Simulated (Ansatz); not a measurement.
```yaml
crystal:
  periodic: [false, false, false]
  atoms:
    - {symbol: Mg, position_ang: [0.796683, -0.072502, 0.625857]}
    - {symbol: Cl, position_ang: [2.005299, -0.181447, 1.348592]}
    - {symbol: F, position_ang: [0.535663, 0.102225, -0.666924]}
    - {symbol: Mg, position_ang: [-0.797785, 0.082513, -0.624718]}
    - {symbol: Cl, position_ang: [-2.003305, 0.182020, -1.575820]}
    - {symbol: F, position_ang: [-0.459905, -0.101021, 0.572783]}
basis:
  gaussian: {orbitals: STO-3G}
magnetization: {spin_polarized: true, initial_magnetization: 2}
hamiltonian: {xc: {name: PBE0}, dispersion: d3bjatm}
scf: {omitted_lower_state_checks: [starts]}
output: {forces: true}
```

```sh
$ ansatz run in.yaml --threads 4 --pin off --events-out ev --progress --plain --max-ram 3916MiB
```

Shortened log:

```
Functional definition: PBE0
525 factors; integrals over basis functions are off by at most 2.0e-4 eV
mean field evaluation 1: about -40810.3249 eV, gradient 1.4e1 eV
mean field evaluation 2: about -40806.7288 eV, gradient 2.5e1 eV
mean field evaluation 4: about -40812.4433 eV, gradient 4.4e0 eV
mean field evaluation 8: about -40813.2983 eV, gradient 8.0e-1 eV
mean field evaluation 16: about -40813.3049 eV, gradient 1.5e-3 eV
mean field -40813.30487103 eV, -1499.8612897587 hartree, gradient 2.2e-5 eV, S^2 2.001014; 0 other end points of the search recorded, 0 dependent functions left out
reference -40813.30488503 eV, -1499.8612902731 hartree; 39, 37 occupied and 7, 9 virtual orbitals, 525 factors
Total energy: -40813.49124261 eV, -1499.8681387878 hartree
Atom 0 at     0.796683    -0.072502     0.625857 Å, force     1.180729     1.992040     5.860797 eV/Å
Atom 1 at     2.005299    -0.181447     1.348592 Å, force    51.357543    -4.791393    29.547245 eV/Å
Atom 2 at     0.535663     0.102225    -0.666924 Å, force    27.869647     4.951364   -37.106215 eV/Å
Atom 3 at    -0.797785     0.082513    -0.624718 Å, force   -14.328929     4.858538   -22.365175 eV/Å
Atom 4 at    -2.003305     0.182020    -1.575820 Å, force   -30.087522     2.304971   -23.546441 eV/Å
Atom 5 at    -0.459905    -0.101021     0.572783 Å, force   -35.991467    -9.315519    47.609789 eV/Å
Dipole moment:     0.260360    -0.079571     0.199594 e Å
Checks for a lower state left out: starts
```

(1) What is wrong with this run?

Answers

(1) The geometry is squeezed to about two thirds of its size. The calculation finished and met its thresholds. The result belongs to that input, not to the species as meant.
